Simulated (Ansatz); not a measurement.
`CBO` + `C=NCS` → `OB/C=N/CS` + CH₄  (formal exchange of groups at a B–C bond)

Gas-phase electronic energies from Ansatz, PBE0-D4/def2-TZVP geometries. CBS: MP2 limit from def2 TZ/QZ plus the TZ coupled-cluster correction, frozen cores. This one scheme is used for every species. DFT in def2-TZVPP. B3LYP here is the variant with VWN-RPA as its local correlation; programs differ in this. Each species was taken in one conformer, which may not be the lowest.

```csv
level,ΔE (eV)
ωB97X-V,-0.09
B2PLYP,-0.12
PBE,-0.11
PBE0,-0.09
B3LYP,-0.11
HF/def2-TZVPP,-0.08
MP2/def2-TZVPP,-0.12
CCSD/CBS(def2),-0.09
```

Q: What does CCSD(T)/CBS give? (Best estimate.)

A: Computed: -0.11 eV. The listed levels differ from it by 0.02, -0.01, 0.00, 0.02, 0.00, 0.03, -0.01, 0.02 eV.

Largest T1 diagnostic among the species: 0.013.

In def2-TZVPP, CCSD(T) changes the Hartree–Fock value by −0.03 eV (the triples alone add −0.02 eV) and MP2 by −0.04 eV.
